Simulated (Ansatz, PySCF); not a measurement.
Species: sum formula BNH2F2 (charge 0, singlet). 
Coordinates optimised at B3LYP-D3(BJ)/def2-TZVP (Ansatz, a quantum-chemistry and plane-wave program):
SMILES: NB(F)F
```xyz
6

B      0.0362     0.0038    -0.0026
F      0.5868     1.1654    -0.3614
F      0.8587    -1.0149     0.2562
N     -1.3467    -0.1402     0.0980
H     -1.9826     0.6138    -0.0925
H     -1.7806    -1.0056     0.3662
```
Charge 0, spin multiplicity 1.

Total electronic energies in hartree. Cores are frozen in the correlated levels unless marked. Spin-orbit coupling is left out. No relativistic terms. CBS(X,Y): correlation extrapolated as X^-3; Hartree-Fock from the larger set. The bracket is a focal-point correction in the basis named.

```csv
level,program,energy (Eh)
BLYP-D3(BJ)/def2-TZVPD,Ansatz + dftd3,-280.75474
CAM-B3LYP-D4/def2-TZVPD,Ansatz + dftd4,-280.71522
LC-wPBE/def2-TZVPD,Ansatz,-280.62964
wB97X/def2-TZVPD,Ansatz,-280.72603
RPA@PBE/cc-pVTZ,Ansatz,-280.65546
MP2/6-31G*,Ansatz,-279.92932
MP2/cc-pVQZ,Ansatz,-280.36968
RI-MP2/cc-pVQZ,Ansatz,-280.36933
"RI-MP2/CBS(cc-pVTZ,cc-pVQZ)",Ansatz,-280.4196
CCSD/cc-pVTZ,Ansatz,-280.28769
CCSD(T)/cc-pVDZ,PySCF,-280.01842
CCSD(T)/aug-cc-pVTZ,Ansatz,-280.33581
CCSD(T)/cc-pVQZ,Ansatz,-280.40270
"RI-MP2/CBS(aug-cc-pVTZ,aug-cc-pVQZ)+[CCSD(T)-MP2]/aug-cc-pVTZ",Ansatz,-280.4585
"CCSD(T)/CBS(cc-pVTZ,cc-pVQZ)",Ansatz,-280.4513
```

Totals of different functionals don't rank their quality; only differences between species are comparable.
